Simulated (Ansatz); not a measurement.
A nudged elastic band was laid between two geometries of AlCl₃H₄OSi (10 atoms, charge 0, multiplicity 1).

Theory: RKS PBE/6-31G* in Ansatz 0.2.0.

* movable images: 5
* climbing image: yes
* spring: 5.0 eV/Å²
* optimiser: quadratic models (default)
* start path: through a guess of the saddle point
* force threshold: 0.03 eV/Å
* iteration limit: 60
* end points: relaxed

Initial state:

```xyz
10
Properties=species:S:1:pos:R:3
Si -0.062 0.529 0.611
H 0.234 1.067 1.963
Cl 1.578 -0.480 -0.081
Cl -0.688 1.992 -0.655
Cl -1.890 -1.664 -2.272
O -1.387 -0.552 0.751
Al -2.957 -1.136 -0.475
H -3.300 -2.373 0.496
H -3.845 0.187 -0.561
H -1.250 -1.309 1.363
```

Final state:

```xyz
10
Properties=species:S:1:pos:R:3
Si -0.253 -0.042 -1.274
H -1.938 -0.165 2.844
Cl 1.216 -1.243 -0.458
Cl 0.404 1.908 -1.210
Cl -0.529 -0.590 -3.241
O -1.642 -0.174 -0.453
Al -2.763 -1.010 0.594
H -2.358 -2.461 1.107
H -4.149 -0.267 0.835
H -1.556 0.305 2.395
```

(1) Which bonds break or form, and what moves?

(2) What energy profile does the band end with?

(3) What is the geometry of the highest image?

The band took 38 iterations and roughly 8 core-minutes.

## Answers

(1) Bonds broken: Si1–H2, Cl5–Al7, O6–H10. Bonds formed: Si1–Cl5, H2–H10. AlCl3H4OSi becomes AlCl3H2OSi + H2.

(2) The forces met the threshold. The highest image is number 2 of 0 to 6, 219.2 kJ/mol above the first end and 227.8 kJ/mol above the last; the last end lies 8.6 kJ/mol below the first. Neighbouring images differ by up to 2.2 eV, so the band resolves the path poorly. A vibrational analysis at the climbing image gives one clearly imaginary mode, 1371i cm⁻¹: a first-order saddle point. The orbitals stay closed-shell, which can raise the energy where a bond breaks towards radicals; this wasn't checked here.

```json
{"image": "0", "path coordinate (Å)": "0.00", "energy (kJ/mol)": "0.0", "Si1–H2 (Å)": "1.48", "Cl5–Al7 (Å)": "2.16", "O6–H10 (Å)": "0.98"}
{"image": "1", "path coordinate (Å)": "2.01", "energy (kJ/mol)": "66.2", "Si1–H2 (Å)": "1.49", "Cl5–Al7 (Å)": "2.28", "O6–H10 (Å)": "0.98"}
{"image": "2", "path coordinate (Å)": "4.02", "energy (kJ/mol)": "219.2", "Si1–H2 (Å)": "1.74", "Cl5–Al7 (Å)": "2.60", "O6–H10 (Å)": "1.27"}
{"image": "3", "path coordinate (Å)": "6.18", "energy (kJ/mol)": "3.8", "Si1–H2 (Å)": "3.67", "Cl5–Al7 (Å)": "2.70", "O6–H10 (Å)": "2.66"}
{"image": "4", "path coordinate (Å)": "8.33", "energy (kJ/mol)": "-0.9", "Si1–H2 (Å)": "4.59", "Cl5–Al7 (Å)": "2.70", "O6–H10 (Å)": "2.80"}
{"image": "5", "path coordinate (Å)": "10.49", "energy (kJ/mol)": "-6.3", "Si1–H2 (Å)": "4.63", "Cl5–Al7 (Å)": "4.09", "O6–H10 (Å)": "3.20"}
{"image": "6", "path coordinate (Å)": "12.65", "energy (kJ/mol)": "-8.6", "Si1–H2 (Å)": "4.45", "Cl5–Al7 (Å)": "4.46", "O6–H10 (Å)": "2.89"}
```

(3) 
```xyz
10
Properties=species:S:1:pos:R:3
Si -0.332 0.124 0.025
H 0.016 -1.101 1.215
Cl 1.742 0.375 0.060
Cl -0.818 1.934 -0.916
Cl -0.978 -1.347 -1.428
O -1.784 0.035 1.025
Al -3.077 -0.822 0.009
H -3.450 -2.237 0.635
H -3.944 0.106 -0.941
H -0.942 -0.806 1.455
```

Time of the run: 2.2 min on 4 threads of AMD EPYC 9R45 (Zen 5), on a shared host, peak memory 0.2 GiB.
